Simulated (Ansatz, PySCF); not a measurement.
P$_{2}$, triplet, geometry from GFN2-xTB (a higher spin typed on purpose: for a closed-shell molecule this is an excited state), atoms displaced at random by about 0.08 Å a coordinate. Base run: PBE/cc-pVDZ, gradient run with PySCF.

The PySCF input:
```python
from pyscf import gto, scf, dft

mol = gto.Mole()
mol.atom = '''
    P     0.00941957    0.10883688   -1.01874974
    P    -0.05984500   -0.06232974    1.17180061
'''
mol.basis = 'cc-pvdz'
mol.spin = 2
mol.verbose = 4
mol.build()

mf = dft.UKS(mol)
mf.xc = 'pbe'
mf.kernel()
g = mf.nuc_grad_method()
grad = g.kernel()
```

Programs used: Ansatz (an electronic-structure program), PySCF; a row that names a program was run with it.

The coordinate followed is y of atom 2.

Variants of this job, named by their change:

```json
[
 {"change": "base", "dE/dx (Eh/bohr)": "-0.002096", "net force (Eh/bohr)": "0.000000", "outcome": "converged"},
 {"change": "density fitting = on; auxbasis_response = off", "dE/dx (Eh/bohr)": "-0.002140", "net force (Eh/bohr)": "0.000000", "outcome": "converged"},
 {"change": "density fitting = on", "dE/dx (Eh/bohr)": "-0.002093", "net force (Eh/bohr)": "0.000000", "outcome": "converged"},
 {"change": "grid_response = on", "dE/dx (Eh/bohr)": "-0.002095", "net force (Eh/bohr)": "0.000000", "outcome": "converged"},
 {"change": "finite difference step (bohr) = 0.2; conv_tol = 1e-11", "dE/dx (Eh/bohr)": "-0.002140", "net force (Eh/bohr)": "-", "outcome": "converged"},
 {"change": "code = ansatz", "dE/dx (Eh/bohr)": "-0.002096", "net force (Eh/bohr)": "0.000000", "outcome": "converged"},
 {"change": "finite difference step (bohr) = 0.05; conv_tol = 1e-11", "dE/dx (Eh/bohr)": "-0.002098", "net force (Eh/bohr)": "-", "outcome": "converged"},
 {"change": "grids.level = 5; grid_response = off", "dE/dx (Eh/bohr)": "-0.002098", "net force (Eh/bohr)": "0.000000", "outcome": "converged"},
 {"change": "finite difference step (bohr) = 0.01; conv_tol = 1e-11", "dE/dx (Eh/bohr)": "-0.002095", "net force (Eh/bohr)": "-", "outcome": "converged"},
 {"change": "grids.level = 1; grid_response = off", "dE/dx (Eh/bohr)": "-", "net force (Eh/bohr)": "-", "outcome": "not converged"},
 {"change": "conv_tol = 1e-6", "dE/dx (Eh/bohr)": "-0.002097", "net force (Eh/bohr)": "0.000000", "outcome": "converged"},
 {"change": "grids.level = 5; grid_response = on", "dE/dx (Eh/bohr)": "-0.002100", "net force (Eh/bohr)": "0.000000", "outcome": "converged"}
]
```

The net force is zero for an exact gradient.

Open shells are given as the SCF converged; they aren't shown to be the lowest states, and a large step between rows can be another state.
